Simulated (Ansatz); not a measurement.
Wavefunction ladder for CH8BNOSi, SMILES `BN[SiH2]OC`

```xyz
13

B     2.4624   -0.8150    0.7855
N     1.1583   -0.4130    1.0996
Si   -0.2276   -0.5447    0.0721
O    -0.6641    0.9653   -0.3911
C    -1.8875    1.2582   -1.0242
H     3.3404   -0.6598    1.5850
H     2.6725   -1.3139   -0.2826
H     1.0158    0.0132    2.0052
H     0.1501   -1.3967   -1.0803
H    -1.3695   -1.1461    0.8164
H    -1.8916    0.9098   -2.0627
H    -2.0235    2.3409   -1.0232
H    -2.7355    0.8017   -0.4997
```

Total charge 0; spin multiplicity 1. The geometry is a stationary point of PBE0-D4/def2-TZVP. It is one conformer, not always the lowest. Frozen core, restricted reference, Ansatz 0.2.0. CBS rows extrapolate triple and quadruple zeta; past MP2 they add the triple-zeta difference.

```tsv
basis	HF (Eh)	MP2 corr.
def2-TZVPP	-485.64738	-0.84680
def2-QZVPP	-485.66678	-0.90792
```

Problem. Estimate the CCSD correlation energy and the (T) correction in each basis where they were run (hartree).

Solution. 
```csv
basis,CCSD corr.,(T)
def2-TZVPP,-0.89544,-0.03266
CBS(def2),-1.00184,as TZ
```
